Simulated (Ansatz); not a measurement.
`CC[SiH](N)F` + `OC/N=C\F` → `N[SiH](F)/N=C/F` + `CCCO`  (formal exchange of groups at the Si–C bond)

Gas-phase electronic energies from Ansatz, PBE0-D4/def2-TZVP geometries. CCSD(T)/CBS adds triple-zeta CCSD(T) − MP2 to the extrapolated MP2 energy (def2 sets, frozen cores). Double bonds are as drawn, so ΔE can hold a change between cis and trans. DFT in def2-TZVPP. Each species was taken in one conformer, which may not be the lowest.

```tsv
level	ΔE (kJ/mol)
PBE0-D4	-69.3
CAM-B3LYP-D4	-75.5
ωB97X-V	-72.6
HF/CBS(def2)	-88.5
```

**Question.** What does CCSD(T)/CBS give? (Estimate.)

**Answer.** Computed: -75.8 kJ/mol. The listed levels differ from it by 6.5, 0.3, 3.2, -12.7 kJ/mol.

Largest T1 diagnostic among the species: 0.013.

From r2SCAN to r2SCAN0 (25 % exact exchange), in def2-TZVPP and without D4, ΔE moves by −3.2 kJ/mol. At CCSD(T), def2-SVP lies +11.9 kJ/mol from the extrapolated value and def2-TZVPP +2.0 kJ/mol. Leaving LDA and LC-ωPBE aside and taking each functional with its dispersion term where it has one, the values, not all of them listed here, spread over 15.4 kJ/mol, from BHLYP-D4 to revPBE-D4.

CCSD(T)/CBS has its own doubt, a few kJ/mol and more with outer-core shells, so smaller differences from it don't rank the levels.
